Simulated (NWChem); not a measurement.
## Correlation energy of Cl2Si

```
Si
Cl 1 2.1112
Cl 1 2.1112 2 101.95
```
Charge 0, spin multiplicity 1.

The numbers come from NWChem runs, not from measurements. All single points use one geometry, from PBE/def2-SVP, a minimum by its harmonic frequencies.

Basis set: cc-pVDZ. Each correlation energy counts from its own Hartree-Fock reference.

The correlated methods keep 15 core orbitals frozen. The structure started from a generated list of species. No row is a measurement; the coupled-cluster row has its own basis-set and correlation limits.

### Question
For the correlation energy, CR-CCSD(T) gives -385.7 mHa and CR-CCSD[T] gives -386.0 mHa. What do CCSD+T(CCSD), MP2, SCS-MP2 give?

### Answer
CCSD+T(CCSD): -388.5 mHa; MP2: -344.1 mHa; SCS-MP2: -334.1 mHa.
